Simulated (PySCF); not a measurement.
Spin states of SiSe⁺

Unrestricted PBE0; PySCF, no relativity, basis sets Si def2-SVP, Se def2-SVP. Outer shells of the fragments: Si+ 3s2 3p1; Se 3d10 4s2 4p4.

Followed along the bond (rough minima from three points):

```tsv
2Ms+1	unpaired	⟨S²⟩ at the start	R at minimum (Å)	Te (eV)
2	π ↑	0.76	2.22	0.00
2	σ ↑	0.76	2.05	0.21
4	σ ↑, π ↑↑	3.76	2.32	2.44
```

Solutions found at the starting distance of 2.330 Å, counted from the lowest of them; the search is not exhaustive and high or unbound solutions are not listed, so other states can lie among these:

| 2Ms+1 | unpaired | term | E (eV) | ⟨S²⟩ | ⟨Lz²⟩ | μ (D) |
| --- | --- | --- | --- | --- | --- | --- |
| 2 | π ↑ | ²Π | 0.00 | 0.76 | 1.01 | -4.85 |
| 2 | σ ↑ | ²Σ⁺ | 0.77 | 0.76 | 0.00 | -5.80 |
| 4 | σ ↑, π ↑↑ | mixed | 2.34 | 3.76 | 2.01 | -4.10 |
| 4 | π ↑↑↑ | ⁴Π | 2.37 | 3.76 | 1.01 | -1.54 |
| 4 | σ ↑, π ↑↑ | mixed | 2.67 | 3.76 | 2.01 | -4.38 |
| 2 | π ↑↑↓ | mixed | 2.82 | 1.76 | 3.02 | -1.55 |

A term symbol is given only where ⟨S²⟩ and ⟨Lz²⟩ are close to those of a pure state; real π, δ and φ orbitals otherwise mix terms. A positive dipole points towards Se; it is taken about the centre of mass and depends on that origin.

Problem. Compare the gap between the two lowest followed solutions at the starting distance with the gap between their minima.

Solution. At PBE0 the second solution (doublet, unpaired electrons σ ↑) lies +0.77 eV from the first (doublet, unpaired electrons π ↑) at 2.330 Å and +0.21 eV at the minima; the two curves relax by different amounts, since their minima lie near 2.05 and 2.22 Å.

Spin–orbit coupling is left out. Counting both spins, an empty level lies below a filled one in some of these solutions, because spin and occupation are held.
